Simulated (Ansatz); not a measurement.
Input for Ansatz (a quantum-chemistry and plane-wave program): R-CCSD(T)/def2-SVP on BiCl3 (SMILES [Cl][Bi]([Cl])[Cl]), a point of a bond scan (R = 2.450 Å). Elements past Kr take the def2 small-core potentials; no spin–orbit coupling. The run froze 24 orbitals, filled d shells among them.

Ansatz 0.2 input:
```yaml
crystal:
  periodic: [false, false, false]
  atoms:
    - {symbol: Bi, position_ang: [0.00034813, 0.00075578, 0.45198192]}
    - {symbol: Cl, position_ang: [-1.86863704, -1.05226513, -0.73238209]}
    - {symbol: Cl, position_ang: [0.02324247, 2.14208345, -0.73918069]}
    - {symbol: Cl, position_ang: [1.84369489, -1.09350832, -0.73517245]}
basis:
  gaussian:
    orbitals: def2-SVP
    pivot_positions_ang: [[0.00034813, 0.00075578, 0.45198192], [-1.86863704, -1.05226513, -0.73238209], [0.02324247, 2.14208345, -0.73918069], [1.84369489, -1.09350832, -0.73517245]]
magnetization: {spin_polarized: false}
correlation: {method: ccsd_t, electrons: outside_noble_gas}
scf: {lower_state_search: off}
output: {orbitals: {seedname: ./end}}
```

It printed:

```
WARN ansatz: RAYON_NUM_THREADS=6 ignored (pool sized by the plan → 6); use --threads N
Functional definition: HF
these checks for a lower state are left out or cut short: stability, starts, cluster_reference, orbital_swaps, neighbouring_geometries, increment
integrals: 0.07 GiB planned
860 factors; integrals over basis functions are off by at most 2.7e-4 eV
mean field: 0.29 GiB planned
mean field evaluation 1: about -43310.9554 eV, gradient 2.5e1 eV
mean field evaluation 2: about -43311.0612 eV, gradient 2.5e1 eV
mean field evaluation 4: about -43313.1679 eV, gradient 1.3e0 eV
mean field evaluation 8: about -43313.1921 eV, gradient 2.3e-4 eV
mean field -43313.19205979 eV, -1591.7304494613 hartree, gradient 2.5e-6 eV, S^2 0.000000; 0 other end points of the search recorded, 0 dependent functions left out
24 core orbitals not correlated
reference -43313.19205979 eV, -1591.7304494613 hartree; 13, 13 occupied and 43, 43 virtual orbitals, 860 factors
second order -12.87651203 eV of doubles, -0.00000000 eV of singles
coupled cluster: 0.19 GiB planned
cycle   1  -13.59623062 eV  change   -7.2e-1 eV  update   8.7e-2
cycle   2  -13.86293432 eV  change   -2.7e-1 eV  update   2.6e-2
cycle   3  -13.93258063 eV  change   -7.0e-2 eV  update   1.5e-2
cycle   4  -13.92840249 eV  change    4.2e-3 eV  update   3.6e-3
cycle   5  -13.92700683 eV  change    1.4e-3 eV  update   1.1e-3
cycle   6  -13.92666083 eV  change    3.5e-4 eV  update   3.7e-4
cycle   7  -13.92660718 eV  change    5.4e-5 eV  update   1.5e-4
cycle   8  -13.92664859 eV  change   -4.1e-5 eV  update   4.7e-5
cycle   9  -13.92664714 eV  change    1.4e-6 eV  update   1.5e-5
perturbative correction -0.35113148 eV, -0.0129038438 hartree
Total energy: -43327.46983841 eV, -1592.2551481477 hartree
Checks for a lower state left out: stability, starts, cluster_reference, orbital_swaps, neighbouring_geometries, increment
```

The run converged.

Cost: very roughly 7 core-seconds.
